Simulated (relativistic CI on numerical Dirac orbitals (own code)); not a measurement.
**What each ingredient does to the levels of C⁴⁺**

Base calculation: Dirac-Coulomb-Breit CI, KLI orbitals optimised for each configuration, model QED (radiative potential, 1s self-energy scaled to tabulated hydrogen-like ionisation energies), valence Slater integrals scaled by 0.85, P86 correlation energy added to each configuration.

Configurations in the expansion: 1s2, 1s 2s, 1s 2p, 1s 3s, 1s 3p, 1s 3d, 1s 4s, 1s 4p, 1s 4d, 1s 4f, 1s 5s, 1s 5p, 1s 5d, 1s 5f, 1s 5g, 1s 6s, 1s 6p, 1s 6d. Levels of other configurations are missing.

The lowest level and the first level of each name with at least 55 % of one term (blank where a level has no safe partner in the second run):

| Level | Base (cm⁻¹) | Shift (cm⁻¹) |
| --- | --- | --- |
| 1s2 1S_0 | 0 | 0 |
| 1s 2s 3S_1 | 2407292 | -66 |
| 1s 2s 1S_0 | 2444570 | +3736 |
| 1s 2p 3P°_1 | 2452484 | -434 |
| 1s 2p 3P°_0 | 2452502 | -437 |
| 1s 2p 3P°_2 | 2452615 | -431 |
| 1s 2p 1P°_1 | 2478760 | +499 |
| 1s 3s 3S_1 | 2835230 | +884 |
| 1s 3s 1S_0 | 2845590 | +1751 |
| 1s 3p 3P°_1 | 2846897 | +687 |
| 1s 3p 3P°_0 | 2846902 | +684 |
| 1s 3p 3P°_2 | 2846934 | +690 |
| 1s 3d 3D_1 | 2850911 | +1194 |
| 1s 3d 3D_2 | 2850912 | +1194 |
| 1s 3d 3D_3 | 2850923 | +1194 |
| 1s 3d 1D_2 | 2851160 | +1225 |
| 1s 3p 1P°_1 | 2854932 | +500 |
| 1s 4s 3S_1 | 2978985 | +1093 |
| 1s 4s 1S_0 | 2983404 | +1366 |
| 1s 4p 3P°_1 | 2983715 | +997 |
| 1s 4p 3P°_0 | 2983717 | +995 |
| 1s 4p 3P°_2 | 2983730 | +999 |

14 of the 14 excited levels that our extract of the measured tables holds in this range could be paired (the sources list more); they are missed by 4744 cm⁻¹ on average and 10454 at most, and levels without a partner can miss by more.

Q: One thing was changed in a second run, which moved the levels as shown. Which?
A. valence Slater integrals scaled by 0.75
B. QED terms removed
C. self-excluded LDA correlation estimate
D. one mean potential for all configurations
E. Breit term removed
F. configuration mixing switched off

A: D. One mean potential for all configurations. One potential for all configurations removes the relaxation of the orbitals, which moves whole configurations and changes the integrals a little.
